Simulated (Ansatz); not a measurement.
Species: C₂H₈O₄Si (charge 0, singlet). 
Coordinates optimised at B3LYP-D3(BJ)/def2-TZVP (Ansatz, a program for electronic structure):
```xyz
15

C     -2.3016    -0.8229     0.2347
O     -1.0292    -0.5852     0.8233
Si     0.1151     0.3793     0.1794
O     -0.6110     1.7925    -0.2077
O      1.3068     0.5012     1.2925
O      0.7949    -0.1870    -1.1885
C      1.6514    -1.3206    -1.2484
H     -2.1991    -1.3419    -0.7222
H     -2.8741    -1.4513     0.9162
H     -2.8390     0.1139     0.0729
H     -0.1642     2.3601    -0.8401
H      1.0464     0.5478     2.2154
H      1.1152    -2.2312    -0.9677
H      2.0026    -1.4214    -2.2749
H      2.5103    -1.1975    -0.5854
```
Charge 0, spin multiplicity 1.

Computed values are from Ansatz. Valence correlation only, unless marked. Open shells are spin-unrestricted. Spin-orbit coupling is left out. No relativistic terms. CBS marks a two-point X^-3 extrapolation of the correlation energy; Hartree-Fock from the larger set.

Task: What is the dipole moment at CCSD(T)/aug-cc-pV(D+d)Z?

Result: 0.62 D.

Task: What is the total energy at CCSD(T)/CBS(cc-pV(T+d)Z,cc-pV(Q+d)Z)?

Result: -670.8704 Eh.

Task: What is the atomisation energy De at CCSD(T)/CBS(cc-pV(T+d)Z,cc-pV(Q+d)Z)?

Result: 1466.5 kcal/mol.

Task: What is the T1 diagnostic at CCSD/cc-pV(Q+d)Z?

Result: 0.011.
